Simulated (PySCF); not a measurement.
4-tert-butylphenol, C₁₀H₁₄O.
Atom-mapped SMILES: `[CH3:1][C:2]([CH3:3])([CH3:4])[c:5]1[cH:6][cH:7][c:8]([OH:9])[cH:10][cH:11]1` (hydrogens: H12, H13, H14 on C1; H15, H16, H17 on C3; H18, H19, H20 on C4; H21 on C6; H22 on C7; H23 on O9; H24 on C10; H25 on C11)

Computed with PBE0-D3(BJ)/def2-SVP geometry optimisation, gas phase in PySCF.

**Question.** List the bond lengths, angles and torsions at this level.

**Answer.** 
| bond | length (pm) | order |
| --- | --- | --- |
| C1–C2, C2–C3, C2–C4 | 153.3 | single |
| C2–C5 | 153.0 | single |
| C5–C6, C5–C11 | 140.1 | aromatic |
| C6–C7, C10–C11 | 139.1 | aromatic |
| C7–C8, C8–C10 | 139.7 | aromatic |
| C8–O9 | 135.1 | single |
| C1–H12 and 8 like bonds | 110.1 | single |
| C6–H21, C11–H25 | 109.2 | single |
| C7–H22, C10–H24 | 109.3 | single |
| O9–H23 | 96.3 | single |

Bonds in one row agree within 1 pm and their mean is given. Orders are formal, as drawn. A selection of angles:
| angle | degrees |
| --- | --- |
| C1–C2–C3 | 108.3 |
| C1–C2–C5 | 112.0 |
| C3–C2–C4 | 109.5 |
| C3–C2–C5 | 109.3 |
| C2–C5–C6 | 123.2 |
| C2–C5–C11 | 120.1 |
| C6–C5–C11 | 116.8 |
| C5–C6–C7 | 121.9 |
| C6–C7–C8 | 120.3 |
| C7–C8–O9 | 123.1 |
| C7–C8–C10 | 118.8 |
| O9–C8–C10 | 118.1 |
| H23–O9–C8 | 109.0 |

Dihedral angles: C1–C2–C5–C6 0° (synperiplanar); H23–O9–C8–C7 0° (synperiplanar).

Of the pairs four or more bonds apart, C1···H21 is among the closest relative to their van der Waals radii: 2.49 Å, 86 % of the sum of Bondi's values. The 6-membered ring C5–C6–C7–C8–C10–C11 has internal angles of 116.8° to 122.2° (sum 720°, against 720° for a flat polygon); it is planar, 0.00 Å rms from its mean plane, widest ring torsion 0°. The C–C distances run from 1.388 Å (C10–C11, aromatic) to 1.536 Å (C2–C3, drawn single), a spread of 0.148 Å.

Point group: Cs (tolerance 0.08 Å). No PBE0-D3(BJ)/def2-SVP frequencies stand behind this structure, so it isn't proved a minimum. The numbers are those of one conformer (C7–C8–O9–H 0°).

On one thread of an Arm Neoverse V1 (shared host), this took 2.6 min and 1.1 GiB of memory at its peak. This is the geometry optimisation.
